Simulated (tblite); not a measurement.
Start geometry of `O=C(C(F)(F)F)/C(C=C)=N/[H]` from a force field or distance geometry (Å):
```
atom  x, y, z in Å
C1    -2.4421    0.0632    0.3990
C2    -1.4148    0.3113   -0.4162
C3    -0.1218   -0.4429   -0.2796
N4    -0.0021   -1.6442    0.1352
C5     1.0941    0.2907   -0.7527
O6     1.0926    0.7381   -1.9067
C7     2.1993    0.3927    0.2528
F8     3.0258   -0.6914    0.2711
F9     1.7406    0.5385    1.5318
F10    3.0040    1.4653    0.0390
H11   -2.4282   -0.6744    1.1929
H12   -3.3740    0.6312    0.2908
H13   -1.4648    1.0782   -1.1615
H14   -0.9091   -2.0568    0.3816
```

Question: What comes out of this run: tblite, GFN2-xTB geometry optimisation, gas phase?

Answer: 
```
atom  x, y, z in Å
C1    -2.639   -0.122    0.094
C2    -1.493    0.291   -0.435
C3    -0.179   -0.208   -0.018
N4     0.107   -1.210    0.700
C5     0.988    0.574   -0.544
O6     0.932    1.407   -1.401
C7     2.351    0.217    0.123
F8     2.759   -1.009   -0.211
F9     2.290    0.285    1.457
F10    3.302    1.070   -0.268
H11   -2.677   -0.857    0.883
H12   -3.586    0.268   -0.234
H13   -1.470    1.046   -1.207
H14   -0.684   -1.752    1.038
```

The energy falls by 29.1 kJ/mol over 110 L-BFGS steps, the largest force on an atom goes from 3.57 to 0.009 eV/Å, and the atoms move by 0.540 Å rms after alignment. The bond that changes most is C5–C7 (ketone carbonyl carbon to CF3 carbon), which lengthens by 0.061 Å. Bonds longer at the end by more than 0.005 Å: 2 of 13; shorter: 9. Among the angles that change most is C3–C5–O6, from 118.1° to 125.3°. Among the dihedrals that turn most is N4–C3–C5–O6, from 122° to 167°. Rotational constants go from 2302, 895.3, 830.4 to 2665, 887.1, 760.6 MHz. The orientation of the end geometry is arbitrary; only internal coordinates are fixed.

The run took 0.69 s wall on Arm Neoverse V1, one thread (shared host).

Its GFN2-xTB frequencies are all real (lowest 21 cm⁻¹). One conformer, not necessarily the lowest.

These are computed values.
